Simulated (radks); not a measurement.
Results of a calculation; reference values are marked as such.
Q: The table gives one normalised radial function P(r) = r R(r) of Ti2+ in [Ar] 3d2 (r in bohr). Level of theory: non-relativistic Kohn-Sham, LDA (Slater exchange, Perdew-Wang correlation), spin-polarised, spherical densities, point nucleus; open shells are filled with parallel spins first (a radial shooting solver on a logarithmic mesh with Libxc functionals).

| r | P |
|---|---|
| 0.008923 | 0.1604 |
| 0.01006 | 0.1762 |
| 0.01134 | 0.1928 |
| 0.01289 | 0.2113 |
| 0.01454 | 0.2291 |
| 0.01652 | 0.2482 |
| 0.01863 | 0.2658 |
| 0.021 | 0.2825 |
| 0.02387 | 0.2986 |
| 0.02691 | 0.3112 |
| 0.03059 | 0.3207 |
| 0.03449 | 0.3246 |
| 0.03889 | 0.3224 |
| 0.0442 | 0.3116 |
| 0.04983 | 0.2920 |
| 0.05664 | 0.2592 |
| 0.06386 | 0.2160 |
| 0.07258 | 0.1557 |
| 0.08183 | 0.0856 |
| 0.09226 | 0.0030 |
| 0.1049 | -0.0967 |
| 0.1182 | -0.1975 |
| 0.1344 | -0.3073 |
| 0.1515 | -0.4050 |
| 0.1708 | -0.4896 |
| 0.1942 | -0.5546 |
| 0.2189 | -0.5820 |
| 0.2488 | -0.5653 |
| 0.2805 | -0.4999 |
| 0.3188 | -0.3739 |
| 0.3595 | -0.2055 |
| 0.4053 | 0.0034 |
| 0.4606 | 0.2546 |
| 0.5194 | 0.4966 |
| 0.5903 | 0.7361 |
| 0.6656 | 0.9201 |
| 0.7504 | 1.0461 |
| 0.8529 | 1.1041 |
| 0.9616 | 1.0850 |
| 1.093 | 0.9958 |
| 1.232 | 0.8643 |
| 1.389 | 0.7069 |
| 1.579 | 0.5332 |
| 1.78 | 0.3828 |
| 2.024 | 0.2488 |
| 2.282 | 0.1536 |
| 2.593 | 0.0836 |
| 2.924 | 0.0429 |
| 3.297 | 0.0198 |
| 3.747 | 0.0076 |
| 4.224 | 0.0027 |
| 4.801 | 0.0008 |
| 5.413 | 0.0002 |

Which n and l does it have? It may be an empty orbital.

A: n = 3, l = 0: the number of nodes gives n - l - 1 = 2, the rise at small r (about r^(l+1)) gives l, and the extent must fit the shell. The curve is that of 3s up; the table hardly tells the two spins apart. 3s up: eigenvalue -78.116 eV, 2 radial nodes at r = 0.0926, 0.405 bohr, <r> = 1.02 bohr, 90 % of the charge inside 1.52 bohr.
